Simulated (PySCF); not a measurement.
**Spinor energies of Sc (scandium, neutral)**

Start: [Ar] 3d1 4s2; 3d3/2 filled at m_j = +3/2. Calculated with PySCF 2.14 in x2c-TZVPPall-2c (6s7p4d2f1g, 70 functions): generalised Hartree-Fock with the X2C-1e Hamiltonian and a Gaussian nucleus; one run each with spin-orbit coupling (SO) switched off, then screened by Boettger's factors.

```json
{"spinor shell": "1s1/2", "electrons": "2", "ε, spin-free (eV)": "-4539.4", "ε, screened SO (eV)": "-4539.3", "weight of nominal j (screened SO)": "1.000", "rms radius, screened SO (bohr)": "0.0844"}
{"spinor shell": "2s1/2", "electrons": "2", "ε, spin-free (eV)": "-524.06", "ε, screened SO (eV)": "-524.04", "weight of nominal j (screened SO)": "1.000", "rms radius, screened SO (bohr)": "0.370"}
{"spinor shell": "2p1/2", "electrons": "2", "ε, spin-free (eV)": "-426.72", "ε, screened SO (eV)": "-430.06", "weight of nominal j (screened SO)": "1.000", "rms radius, screened SO (bohr)": "0.338"}
{"spinor shell": "2p3/2", "electrons": "4", "ε, spin-free (eV)": "-426.72", "ε, screened SO (eV)": "-425.05", "weight of nominal j (screened SO)": "1.000", "rms radius, screened SO (bohr)": "0.341"}
{"spinor shell": "3s1/2", "electrons": "2", "ε, spin-free (eV)": "-70.496", "ε, screened SO (eV)": "-70.486", "weight of nominal j (screened SO)": "1.000", "rms radius, screened SO (bohr)": "1.15"}
{"spinor shell": "3p1/2", "electrons": "2", "ε, spin-free (eV)": "-42.835", "ε, screened SO (eV)": "-43.850", "weight of nominal j (screened SO)": "0.869", "rms radius, screened SO (bohr)": "1.27"}
{"spinor shell": "3d3/2", "electrons": "1", "ε, spin-free (eV)": "-9.197", "ε, screened SO (eV)": "-9.214", "weight of nominal j (screened SO)": "0.981", "rms radius, screened SO (bohr)": "1.93"}
{"spinor shell": "4s1/2", "electrons": "2", "ε, spin-free (eV)": "-5.762", "ε, screened SO (eV)": "-5.762", "weight of nominal j (screened SO)": "0.995", "rms radius, screened SO (bohr)": "4.22"}
```

(1) Where does 3p3/2 lie, and what is the 3p spin-orbit splitting (screened SO)?

| quantity | spin-free | screened SO |
| --- | --- | --- |
| E (hartree) | -763.27314 | -763.27824 |
| M_J | 3/2 | 3/2 |
| ⟨J²⟩ | 3.973 | 3.855 |
| ⟨L²⟩ | 6.040 | 6.040 |
| ⟨S²⟩ | 0.769 | 0.769 |

Each row is a mean over spinors that exchange with the open shell spreads, by up to 3.556 eV (3p1/2).

Rows whose weight is well below 1 are mixtures of j = l ± 1/2: exchange outweighs spin-orbit coupling there, and the label is only the starting occupation.

⟨J²⟩ departs a little from M_J(M_J + 1) because the unrestricted spinors polarise the closed shells.

Without spin-orbit coupling the j labels of p, d and f shells carry no meaning; the spin-free column gives the mean over the occupied spinors of each nl shell, and its ⟨J²⟩ belongs to a mixture of degenerate components.

Answers

(1) At -42.318 eV, 1.532 eV above 3p1/2.
